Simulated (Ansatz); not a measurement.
Mulliken charges of CH4SZn (`[CH3][Zn][SH]`) from ωB97M-V/def2-TZVPP in Ansatz (PBE0-D4/def2-TZVP geometry).

```tsv
atom	x (Å)	y (Å)	z (Å)	charge (e)
C1	-1.027	0.691	-0.401	-0.527
Zn2	0.354	-0.397	0.405	0.369
S3	1.892	-1.625	1.335	-0.325
H4	-1.925	0.097	-0.588	0.125
H5	-0.682	1.099	-1.354	0.123
H6	-1.291	1.524	0.252	0.125
H7	2.740	-1.458	0.306	0.109
```

Q: By hand: the dipole of these point charges (1 e Å = 4.8032 D).

A: Σ q r = (-0.130, 0.196, -0.248) e Å, of length 0.342 e Å = 1.64 D.

Q: How does the dipole of the full density compare? (Best estimate.)

A: Ansatz gave: (-0.160, 0.211, -0.248) e Å, 1.74 D; the point charges give 0.94 times that, at 4° from its direction.

Point charges leave out the atoms' own dipoles, such as those of lone pairs, and Mulliken's split depends on the basis, so the close match here is no proof of good charges.
